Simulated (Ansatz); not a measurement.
I4Zr (SMILES [I][Zr]([I])([I])[I]), singlet, at a GFN2-xTB geometry (such geometries of metal compounds can be far from the true shape) (core potentials on I, Zr). Base run: B3LYP/def2-SVP run with Ansatz (an electronic-structure program).

Here is a job for Ansatz.
Ansatz 0.2 input:
```yaml
crystal:
  periodic: [false, false, false]
  atoms:
    - {symbol: Zr, position_ang: [-0.00000000, 0.00000000, -0.00000000]}
    - {symbol: I, position_ang: [2.18545725, -0.64946479, -1.61123517]}
    - {symbol: I, position_ang: [0.86527892, 0.40345503, 2.62347539]}
    - {symbol: I, position_ang: [-1.19847694, 2.33403420, -0.95396228]}
    - {symbol: I, position_ang: [-1.85225923, -2.08802445, -0.05827794]}
basis:
  gaussian:
    orbitals: def2-SVP
hamiltonian:
  xc: b3lyp
```

The bond that is stretched is that between atoms 2 and 1. A test that says stable can miss a lower solution.

Each row names what was changed in the base input (with any setting that the change needs).

```json
[
 {"change": "base", "ΔE vs base (kcal/mol)": "0.000", "<S^2>": "0.000", "stability test says": "minimum (restricted orbitals)", "outcome": "converged"},
 {"change": "spin_polarized = on; lower_state_search = off", "ΔE vs base (kcal/mol)": "0.000", "<S^2>": "0.000", "stability test says": "undecided (no full test)", "outcome": "converged"},
 {"change": "spin_polarized = on; lower_state_search = standard", "ΔE vs base (kcal/mol)": "0.000", "<S^2>": "0.000", "stability test says": "minimum", "outcome": "converged"},
 {"change": "bond × 1.25", "ΔE vs base (kcal/mol)": "31.76", "<S^2>": "0.000", "stability test says": "minimum (restricted orbitals)", "outcome": "converged"},
 {"change": "spin_polarized = on; lower_state_search = off; bond × 1.25", "ΔE vs base (kcal/mol)": "31.76", "<S^2>": "0.000", "stability test says": "undecided (no full test)", "outcome": "converged"},
 {"change": "spin_polarized = on; lower_state_search = standard; bond × 1.25", "ΔE vs base (kcal/mol)": "31.76", "<S^2>": "0.000", "stability test says": "minimum", "outcome": "converged"},
 {"change": "bond × 1.5", "ΔE vs base (kcal/mol)": "62.02", "<S^2>": "0.000", "stability test says": "minimum (restricted orbitals)", "outcome": "converged"},
 {"change": "spin_polarized = on; lower_state_search = off; bond × 1.5", "ΔE vs base (kcal/mol)": "62.02", "<S^2>": "0.000", "stability test says": "undecided (no full test)", "outcome": "converged"},
 {"change": "spin_polarized = on; lower_state_search = standard; bond × 1.5", "ΔE vs base (kcal/mol)": "61.90", "<S^2>": "0.125", "stability test says": "minimum", "outcome": "converged"},
 {"change": "bond × 1.8", "ΔE vs base (kcal/mol)": "83.2", "<S^2>": "0.000", "stability test says": "minimum (restricted orbitals)", "outcome": "converged"},
 {"change": "spin_polarized = on; lower_state_search = off; bond × 1.8", "ΔE vs base (kcal/mol)": "76.7", "<S^2>": "0.662", "stability test says": "undecided (no full test)", "outcome": "converged"},
 {"change": "spin_polarized = on; lower_state_search = standard; bond × 1.8", "ΔE vs base (kcal/mol)": "76.7", "<S^2>": "0.662", "stability test says": "minimum", "outcome": "converged"},
 {"change": "bond × 2.2", "ΔE vs base (kcal/mol)": "95.9", "<S^2>": "0.000", "stability test says": "minimum (restricted orbitals)", "outcome": "converged"},
 {"change": "spin_polarized = on; lower_state_search = off; bond × 2.2", "ΔE vs base (kcal/mol)": "81.9", "<S^2>": "0.854", "stability test says": "undecided (no full test)", "outcome": "converged"},
 {"change": "spin_polarized = on; lower_state_search = standard; bond × 2.2", "ΔE vs base (kcal/mol)": "-", "<S^2>": "-", "stability test says": "-", "outcome": "cut at the time limit"},
 {"change": "bond × 3.0", "ΔE vs base (kcal/mol)": "103.3", "<S^2>": "0.000", "stability test says": "minimum (restricted orbitals)", "outcome": "converged"},
 {"change": "spin_polarized = on; lower_state_search = off; bond × 3.0", "ΔE vs base (kcal/mol)": "83.4", "<S^2>": "0.941", "stability test says": "undecided (no full test)", "outcome": "converged"}
]
```

Where a bond breaks into two radicals, a solution with restricted orbitals usually stops being the lowest and lies too high; an unrestricted one lies lower at the price of spin contamination, which <S^2> shows.
